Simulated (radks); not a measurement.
Q: The arsenic anion As3-, [Kr], held by a Watson sphere: a shell of charge +4.48 at radius R that stands for the Madelung well of a crystal (potential energy -4.48/R inside, -4.48/r outside, in hartree with lengths in bohr). Calculated with a radial shooting solver on a logarithmic mesh with Libxc functionals: scalar-relativistic Kohn-Sham, PBE, spin-polarised, spherical densities, point nucleus. Response by self-consistent Sternheimer equations with the Hartree and adiabatic LDA kernel, the relativistic mass of each level held fixed and spin-orbit coupling left out. The sphere does not respond.

| R (bohr) | e(3d) (eV) | e(4s) (eV) | e(4p) (eV) | <r> 4p (bohr) | sum of <r^2> (bohr^2) | X-ray form factor at sin(theta)/lambda = 0.1 1/angstrom | alpha (bohr^3) |
|---|---|---|---|---|---|---|---|
| 2.57 | -50.464 | -28.154 | -19.277 | 2.391 | 57.79 | 32.400 | 26.91 |
| 2.7 | -49.798 | -27.260 | -18.595 | 2.447 | 59.94 | 32.301 | 29.80 |
| 4.01 | -45.527 | -20.853 | -13.102 | 2.977 | 82.24 | 31.462 | 78.52 |
| 4.41 | -44.662 | -19.607 | -11.886 | 3.126 | 89.35 | 31.264 | 103.3 |
| 4.51 | -44.466 | -19.333 | -11.611 | 3.163 | 91.16 | 31.219 | 110.4 |
| 4.73 | -44.060 | -18.775 | -11.041 | 3.242 | 95.22 | 31.125 | 127.6 |

Estimate the row for R = 4.7 bohr.

A: e(3d) (eV) -44.113; e(4s) (eV) -18.847; e(4p) (eV) -11.116; <r> 4p (bohr) 3.231; sum of <r^2> (bohr^2) 94.66; X-ray form factor at sin(theta)/lambda = 0.1 1/angstrom 31.137; alpha (bohr^3) 125.2.
